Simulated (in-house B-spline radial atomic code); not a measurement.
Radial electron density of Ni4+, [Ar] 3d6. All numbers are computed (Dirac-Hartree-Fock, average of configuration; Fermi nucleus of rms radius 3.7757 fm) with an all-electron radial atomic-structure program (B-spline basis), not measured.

Columns: r (bohr), 4πr²n(r) (electrons per bohr), bar.

```
 0.00207   0.8179 #
 0.00246    1.122 #
 0.00294    1.548 ##
 0.00351    2.122 ##
 0.00419    2.889 ###
   0.005    3.903 ####
 0.00597    5.231 ######
 0.00713    6.941 ########
 0.00851    9.086 ##########
  0.0102    11.79 #############
  0.0121    14.82 #################
  0.0145    18.48 #####################
  0.0173    22.36 ##########################
  0.0206    26.22 ##############################
  0.0246    29.81 ##################################
  0.0294    32.57 #####################################
   0.035    33.99 #######################################
  0.0418    33.86 #######################################
  0.0499    32.22 #####################################
  0.0596    29.72 ##################################
  0.0711    27.51 ###############################
  0.0849    26.91 ###############################
   0.101    28.67 #################################
   0.121    32.62 #####################################
   0.144     36.7 ##########################################
   0.172    38.57 ############################################
   0.206     36.1 #########################################
   0.245     29.8 ##################################
   0.293    22.01 #########################
    0.35    16.69 ###################
   0.417    15.76 ##################
   0.498    17.96 ####################
   0.594    19.95 #######################
   0.709    19.09 ######################
   0.847    15.15 #################
    1.01    9.975 ###########
    1.21    5.351 ######
    1.44    2.443 ###
    1.72   0.9081 #
    2.05   0.2788 
    2.45  0.06566 
    2.92   0.0116
```

On this grid the curve has 3 maxima, near 0.035, 0.172, 0.594 bohr.

The 3p3/2 radial function P(r) = rR(r), positive near the nucleus, with its small component Q(r) (sign convention: Q ≈ (P' + κP/r)/2c):

| r (bohr) | P | Q |
| --- | --- | --- |
| 0.00246 | 0.001481 | -7.579e-05 |
| 0.00351 | 0.002961 | -0.0001514 |
| 0.005 | 0.005862 | -0.0002996 |
| 0.00713 | 0.01153 | -0.0005887 |
| 0.0102 | 0.02252 | -0.001148 |
| 0.0145 | 0.04271 | -0.002174 |
| 0.0206 | 0.07891 | -0.004008 |
| 0.0294 | 0.1417 | -0.007184 |
| 0.0418 | 0.2404 | -0.01218 |
| 0.0596 | 0.3804 | -0.01938 |
| 0.0849 | 0.539 | -0.028 |
| 0.121 | 0.6444 | -0.03546 |
| 0.172 | 0.5667 | -0.03704 |
| 0.245 | 0.1803 | -0.02854 |
| 0.35 | -0.4833 | -0.01074 |
| 0.498 | -1.085 | 0.007155 |
| 0.709 | -1.223 | 0.0148 |
| 1.01 | -0.8571 | 0.01135 |
| 1.44 | -0.3658 | 0.004816 |
| 2.05 | -0.08433 | 0.001084 |
| 2.92 | -0.008302 | 0.0001041 |
